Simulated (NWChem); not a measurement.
System: CH$_{3}$BO anion, doublet; SMILES of the neutral closed-shell parent B.[C-]#[O+]

Here is an NWChem input.

```
start job
memory heap 200 mb stack 900 mb global 1100 mb
charge -1
geometry units angstroms noautoz
  B      0.022916    -1.363493    -0.021908
  H     -0.361059    -1.849928    -1.090829
  H      1.132179    -1.837601     0.245062
  H     -0.793570    -1.559765     0.892714
  O     -0.229327     1.220485     0.236966
  C      0.224744     0.225469    -0.261983
end
basis spherical
  B library def2-svpd
  H library def2-svpd
  O library def2-svpd
  C library def2-svpd
end
dft
  odft
  mult 2
  xc b3lyp
  iterations 150
  mulliken
end
task dft energy
```

Geometry: optimised at B3LYP/def2-SVPD, spin-unrestricted. This spin state was assumed; another may lie lower. No stability test was run on the SCF state. The highest occupied level is positive, so the extra electron may be held by the finite basis. B3LYP is NWChem's, with the RPA form of VWN correlation.

### Question
Give the results of this calculation. (B3LYP/def2-SVPD, spin-unrestricted.) Quantities: energy (Ha); highest occupied level (eV); lowest empty minus highest occupied level, either spin (eV); <S²>.

### Answer
* **energy (Ha)**: -139.88
* **highest occupied level (eV)**: 1.07
* **lowest empty minus highest occupied level, either spin (eV)**: 2.87
* **<S²>**: 0.753
